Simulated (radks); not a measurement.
Values are calculated unless marked as measured or tabulated.
All-electron atom: Bi70+ in [Ne] 3s2 3p1. Level of theory: non-relativistic Kohn-Sham, LB94 model potential, spin-polarised, spherical densities, point nucleus; open shells are filled with parallel spins first (spin-orbit coupling, left out, can overturn this in heavy ions); relativity is left out, which matters for an element this heavy (a radial shooting solver on a logarithmic mesh with Libxc functionals).

Normalised radial functions P(r) = r R(r), r in bohr:

| r | 2p down | 3s down |
|---|---|---|
| 0.0009349 | 0.0099 | 0.2294 |
| 0.001298 | 0.0188 | 0.3088 |
| 0.001802 | 0.0355 | 0.4105 |
| 0.002481 | 0.0655 | 0.5326 |
| 0.003444 | 0.1213 | 0.6783 |
| 0.004781 | 0.2213 | 0.8321 |
| 0.006584 | 0.3896 | 0.9614 |
| 0.00914 | 0.6758 | 1.0189 |
| 0.01269 | 1.1260 | 0.9165 |
| 0.01747 | 1.7566 | 0.5685 |
| 0.02426 | 2.5702 | -0.0956 |
| 0.03367 | 3.3890 | -0.9619 |
| 0.04637 | 3.8715 | -1.6143 |
| 0.06437 | 3.6645 | -1.4420 |
| 0.08936 | 2.6581 | -0.0277 |
| 0.1231 | 1.3637 | 1.8889 |
| 0.1708 | 0.4173 | 2.7745 |
| 0.2371 | 0.0637 | 1.8938 |
| 0.3266 | 0.0040 | 0.6290 |
| 0.4533 | 0.0001 | 0.0801 |

2p down: eigenvalue -19231.2 eV, 0 radial nodes, <r> = 0.0637 bohr, 90 % of the charge inside 0.102 bohr. 3s down: eigenvalue -8268.4 eV, 2 radial nodes at r = 0.0233, 0.0898 bohr, <r> = 0.176 bohr, 90 % of the charge inside 0.254 bohr.
